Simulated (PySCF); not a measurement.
Job file and geometry (Å, from GFN2-xTB) of an NMR shielding run on SMILES C=C[BH2-][O+](C)[C@@H](F)C(C)=O, C$_{6}$H$_{12}$BFO$_{2}$, GIAO PBE0/pcSseg-1 NMR shielding, non-relativistic, gas phase in PySCF; density fitting, a coarse starting grid and PySCF grid level 2 are the driver's defaults:

```
$ OMP_NUM_THREADS=1 python probes_run.py task.json out

{"job": {"kind": "nmr", "xc": "PBE0", "basis": "pcSseg-1"}, "charge": 0, "multiplicity": 1}
C     -2.665289     0.186063     1.079589
C     -1.348965     0.196918     0.924556
B     -0.478960    -1.048302     0.457073
O     -0.010390    -0.755261    -1.192380
C     -1.129723    -0.641143    -2.066452
C      0.951466     0.219396    -1.382522
F      0.430595     1.473280    -1.163951
C      2.181890    -0.043148    -0.469653
C      2.437729     1.004345     0.563229
O      2.886382    -0.984215    -0.706583
H     -3.229279     1.045577     1.415162
H     -3.244898    -0.704343     0.890063
H     -0.847635     1.136998     1.147003
H      0.586402    -1.146996     0.971158
H     -1.067840    -2.066287     0.341490
H     -1.751263    -1.513096    -1.879922
H     -1.702093     0.264445    -1.852428
H     -0.785445    -0.636343    -3.103619
H      1.285642     0.218325    -2.437150
H      1.543113     1.173869     1.156931
H      2.684562     1.940080     0.061327
H      3.263588     0.699222     1.199296
```

**Question.** Write the output of this run.

**Answer.** 
```
coarse grid: 18304 points
cycle   1  E = -510.0105112687  dE =  1.307e+00  |g| = 1.005e+00  |ddm| = 4.003e+00
cycle   2  E = -509.5115112444  dE =  4.990e-01  |g| = 1.922e+00  |ddm| = 2.458e+00
cycle   3  E = -510.2009441747  dE = -6.894e-01  |g| = 2.626e-01  |ddm| = 1.860e+00
cycle   4  E = -510.2141295778  dE = -1.319e-02  |g| = 9.713e-02  |ddm| = 2.742e-01
cycle   5  E = -510.2156705836  dE = -1.541e-03  |g| = 2.907e-02  |ddm| = 8.128e-02
cycle   6  E = -510.2158394109  dE = -1.688e-04  |g| = 8.030e-03  |ddm| = 2.413e-02
cycle   7  E = -510.2158533216  dE = -1.391e-05  |g| = 2.938e-03  |ddm| = 7.715e-03
cycle   8  E = -510.2158551678  dE = -1.846e-06  |g| = 7.766e-04  |ddm| = 2.786e-03
final grid: 176944 points
cycle   9  E = -510.3038276372  dE = -7.387e-05  |g| = 1.688e-02  |ddm| = 5.565e-02
cycle  10  E = -510.3037325027  dE =  9.513e-05  |g| = 2.856e-02  |ddm| = 2.867e-02
cycle  11  E = -510.3038796083  dE = -1.471e-04  |g| = 4.171e-03  |ddm| = 2.036e-02
cycle  12  E = -510.3038829438  dE = -3.335e-06  |g| = 5.990e-04  |ddm| = 3.310e-03
cycle  13  E = -510.3038829968  dE = -5.301e-08  |g| = 2.621e-04  |ddm| = 5.894e-04
cycle  14  E = -510.3038830100  dE = -1.323e-08  |g| = 7.422e-05  |ddm| = 2.541e-04
cycle  15  E = -510.3038830109  dE = -8.386e-10  |g| = 2.253e-05  |ddm| = 5.569e-05
converged SCF energy = -510.3038830109

GIAO shielding tensors (ppm)
atom      isotropic    diamagn.    paramagn.     s11        s22        s33       span
  0 C       47.313     253.792    -206.480    -71.336     58.865    154.409    225.746
  1 C       35.328     262.294    -226.966    -91.963     20.090    177.857    269.820
  2 B       89.720     195.017    -105.297     67.863     72.949    128.347     60.483
  3 O      260.399     403.195    -142.797    204.711    260.140    316.346    111.635
  4 C      123.861     246.450    -122.590     87.074    104.766    179.742     92.668
  5 C       72.846     243.774    -170.928     53.997     73.556     90.984     36.987
  6 F      333.159     479.052    -145.893    264.297    362.831    372.348    108.050
  7 C      -17.633     249.564    -267.197   -119.987    -17.955     85.043    205.030
  8 C      156.074     252.215     -96.141    132.336    150.439    185.446     53.110
  9 O     -334.363     396.140    -730.503   -916.469   -431.273    344.653   1261.122
 10 H       25.577      30.260      -4.683     22.359     24.973     29.398      7.039
 11 H       25.777      31.894      -6.117     22.317     25.367     29.648      7.331
 12 H       24.884      35.642     -10.758     20.079     25.217     29.355      9.276
 13 H       27.885      34.058      -6.173     25.627     26.265     31.764      6.136
 14 H       28.264      34.218      -5.954     24.856     27.525     32.412      7.557
 15 H       27.794      30.015      -2.222     24.046     25.775     33.559      9.513
 16 H       27.250      30.995      -3.746     23.839     26.430     31.480      7.640
 17 H       28.346      28.555      -0.209     24.664     25.777     34.598      9.934
 18 H       26.536      30.019      -3.483     22.875     26.256     30.476      7.601
 19 H       28.455      32.141      -3.686     24.746     29.216     31.403      6.657
 20 H       29.335      28.599       0.736     25.506     28.738     33.762      8.256
 21 H       29.358      28.197       1.161     26.118     27.270     34.686      8.568
```

Size and cost of the density-fitted run: 230 basis functions, 57 s wall time on 1 thread of an Arm Neoverse V1, shared host; peak memory 1 GiB.
